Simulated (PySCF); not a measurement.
## How the method moves the adiabatic energies of losing or gaining an electron of tetrasilane

Structure: `[SiH3][SiH2][SiH2][SiH3]` (H10Si4).

All levels share the PBE0-D3(BJ)/ma-def2-SVP structures and the GFN2-xTB thermal terms; only the single-point energies (PySCF) change. Values are adiabatic energies of losing or gaining an electron (0 K, eV).

Measured (NIST Chemistry WebBook): adiabatic ionisation energy 8.90 eV.

| level | ionisation energy to the radical cation |
| --- | --- |
| BP86-D3(BJ)/6-31G | 8.72 |
| ωB97X-D3(BJ)/ma-def2-TZVP | 8.83 |

The spread: 0.11 eV, from 8.72 to 8.83.

---

## 3-fluoroanisole: adiabatic energies of losing or gaining an electron at several levels

Structure: `COc1cccc(F)c1` (C7H7FO).

All levels share the PBE0-D3(BJ)/def2-SVP structures and the PBE0-D3(BJ)/def2-SVP thermal terms; only the single-point energies (PySCF) change. Values are adiabatic energies of losing or gaining an electron (0 K, eV).

Measured (NIST Chemistry WebBook): adiabatic ionisation energy 8.41 eV.

```jsonl
{"level": "TPSS/ma-def2-SVP (grid 3, conv 1e-10, max cycle 100)", "ionisation energy to the radical cation": "8.07"}
{"level": "ωB97X-D3(BJ)/ma-def2-SVP", "ionisation energy to the radical cation": "8.41"}
```

The spread: 0.34 eV, from 8.07 to 8.41.

Note: ma-def2-SVP is a small basis, whose errors can reach tens of kJ/mol.

---

**How the method moves the adiabatic energies of losing or gaining an electron of ethanimine**

Structure: `CC=N` (C2H5N).

All levels share the PBE0-D3(BJ)/def2-SVP structures and the PBE0-D3(BJ)/def2-SVP thermal terms; only the single-point energies (PySCF) change. Values are adiabatic energies of losing or gaining an electron (0 K, eV).

Measured (NIST Chemistry WebBook): adiabatic ionisation energy 9.55 eV.

```tsv
level	ionisation energy to the radical cation	time
CAM-B3LYP-D3(BJ)/pcseg-2	9.35	19 s
ωB97X-D3(BJ)/def2-TZVPP	9.42	27 s
ωB97X-D3(BJ)/ma-def2-TZVP	9.43	–
ωB97X-D3(BJ)/def2-TZVPD	9.43	27 s
```

Times are wall times for all single points of a level on 1 thread of Arm Neoverse V2, a shared host; the dash marks the run that also made the structures.

The spread: 0.09 eV, from 9.35 to 9.43.

Differences come from unrounded values, so a last digit can differ from that of the printed terms.
